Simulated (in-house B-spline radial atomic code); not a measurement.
Inner levels of copper as electrons are removed. A shift is the extra binding of the orbital against the neutral atom ([Ar] 3d10 4s1). The density at the nucleus is averaged over the nuclear charge. Computed with an all-electron radial atomic-structure program (B-spline basis): Dirac-Hartree-Fock, jj configuration that fills j = l - 1/2 first, finite nuclei.

A number in brackets counts the electrons of a j subshell.

```json
{"ion": "Cu13+", "configuration": "[Ne] 3s2 3p1/2(2) 3p3/2(2)", "shift of 1s1/2 (eV)": "423.15", "radius of 1s1/2 (bohr)": "0.052109", "Σ<r²> (bohr²)": "3.0712", "change of density at nucleus (bohr⁻³)": "118.97"}
{"ion": "Cu14+", "configuration": "[Ne] 3s2 3p1/2(2) 3p3/2(1)", "shift of 1s1/2 (eV)": "475.63", "radius of 1s1/2 (bohr)": "0.052101", "Σ<r²> (bohr²)": "2.5625", "change of density at nucleus (bohr⁻³)": "140.08"}
{"ion": "Cu15+", "configuration": "[Ne] 3s2 3p1/2(2)", "shift of 1s1/2 (eV)": "?", "radius of 1s1/2 (bohr)": "?", "Σ<r²> (bohr²)": "?", "change of density at nucleus (bohr⁻³)": "?"}
{"ion": "Cu16+", "configuration": "[Ne] 3s2 3p1/2(1)", "shift of 1s1/2 (eV)": "586.71", "radius of 1s1/2 (bohr)": "0.052083", "Σ<r²> (bohr²)": "1.642", "change of density at nucleus (bohr⁻³)": "184.29"}
{"ion": "Cu17+", "configuration": "[Ne] 3s2", "shift of 1s1/2 (eV)": "645.38", "radius of 1s1/2 (bohr)": "0.052073", "Σ<r²> (bohr²)": "1.2259", "change of density at nucleus (bohr⁻³)": "207.34"}
{"ion": "Cu18+", "configuration": "[Ne] 3s1", "shift of 1s1/2 (eV)": "702.48", "radius of 1s1/2 (bohr)": "0.05207", "Σ<r²> (bohr²)": "0.81776", "change of density at nucleus (bohr⁻³)": "9.972"}
{"ion": "Cu19+", "configuration": "[He] 2s2 2p6", "shift of 1s1/2 (eV)": "761.07", "radius of 1s1/2 (bohr)": "0.052066", "Σ<r²> (bohr²)": "0.42951", "change of density at nucleus (bohr⁻³)": "-200.38"}
{"ion": "Cu20+", "configuration": "[He] 2s2 2p1/2(2) 2p3/2(3)", "shift of 1s1/2 (eV)": "?", "radius of 1s1/2 (bohr)": "?", "Σ<r²> (bohr²)": "?", "change of density at nucleus (bohr⁻³)": "?"}
{"ion": "Cu21+", "configuration": "[He] 2s2 2p1/2(2) 2p3/2(2)", "shift of 1s1/2 (eV)": "1061.91", "radius of 1s1/2 (bohr)": "0.051952", "Σ<r²> (bohr²)": "0.31009", "change of density at nucleus (bohr⁻³)": "-52.721"}
{"ion": "Cu22+", "configuration": "[He] 2s2 2p1/2(2) 2p3/2(1)", "shift of 1s1/2 (eV)": "1218.82", "radius of 1s1/2 (bohr)": "0.05189", "Σ<r²> (bohr²)": "0.25611", "change of density at nucleus (bohr⁻³)": "25.286"}
{"ion": "Cu23+", "configuration": "[He] 2s2 2p1/2(2)", "shift of 1s1/2 (eV)": "1380.03", "radius of 1s1/2 (bohr)": "0.051824", "Σ<r²> (bohr²)": "0.20555", "change of density at nucleus (bohr⁻³)": "106.11"}
{"ion": "Cu24+", "configuration": "[He] 2s2 2p1/2(1)", "shift of 1s1/2 (eV)": "?", "radius of 1s1/2 (bohr)": "?", "Σ<r²> (bohr²)": "?", "change of density at nucleus (bohr⁻³)": "?"}
{"ion": "Cu25+", "configuration": "[He] 2s2", "shift of 1s1/2 (eV)": "1720.88", "radius of 1s1/2 (bohr)": "0.051673", "Σ<r²> (bohr²)": "0.11535", "change of density at nucleus (bohr⁻³)": "265.01"}
{"ion": "Cu26+", "configuration": "[He] 2s1", "shift of 1s1/2 (eV)": "1871.34", "radius of 1s1/2 (bohr)": "0.051664", "Σ<r²> (bohr²)": "0.060127", "change of density at nucleus (bohr⁻³)": "-838.46"}
{"ion": "Cu27+", "configuration": "1s2", "shift of 1s1/2 (eV)": "2024.51", "radius of 1s1/2 (bohr)": "0.051626", "Σ<r²> (bohr²)": "0.0071459", "change of density at nucleus (bohr⁻³)": "-1994.49"}
{"ion": "Cu28+", "configuration": "1s1", "shift of 1s1/2 (eV)": "2521.37", "radius of 1s1/2 (bohr)": "0.050944", "Σ<r²> (bohr²)": "0.0034736", "change of density at nucleus (bohr⁻³)": "-11680.5"}
```

Fill in the row of Cu15+.

shift of 1s1/2 (eV): 529.99; radius of 1s1/2 (bohr): 0.052093; Σ<r²> (bohr²): 2.0856; change of density at nucleus (bohr⁻³): 162.22.

Fill in the row of Cu20+.

shift of 1s1/2 (eV): 909.32; radius of 1s1/2 (bohr): 0.052011; Σ<r²> (bohr²): 0.36778; change of density at nucleus (bohr⁻³): -127.94.

Fill in the row of Cu24+.

shift of 1s1/2 (eV): 1548.18; radius of 1s1/2 (bohr): 0.05175; Σ<r²> (bohr²): 0.15895; change of density at nucleus (bohr⁻³): 184.34.
